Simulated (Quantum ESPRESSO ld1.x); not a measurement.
Question: These are the eigenvalues of the occupied orbitals of an atom or ion with whole-number occupations (Ry). Calculated with ld1.x of Quantum ESPRESSO 7.5: non-relativistic Kohn-Sham, exchange-only LDA, spin-polarised, spherical densities, point nucleus.

orbital  eigenvalue
1s up      -1970.69
1s down    -1970.69
2s up      -291.596
2s down    -291.576
2p up      -272.692
2p down    -272.677
3s up      -57.8781
3s down    -57.8642
3p up      -50.1290
3p down    -50.1142
3d up      -35.7211
3d down    -35.7021
4s up      -11.5237
4s down    -11.4529
4p up      -8.97224
4p down    -8.90146
4d up      -4.75343
4d down    -4.68570

Which element is it, and in what charge state? The configuration may be excited. Open shells, if any, are filled with parallel spins first.

Answer: Z = 49, indium, charge +4: In4+ in [Kr] 4d9. The list shows which subshells hold electrons but not how many an open one holds; the 1s level, -985.34 hartree, gives Z - s = 44.4 by -(Z - s)^2/2, which with screening narrows Z to a few neighbours, and the depths of the outer levels then fix element, charge and occupations together.
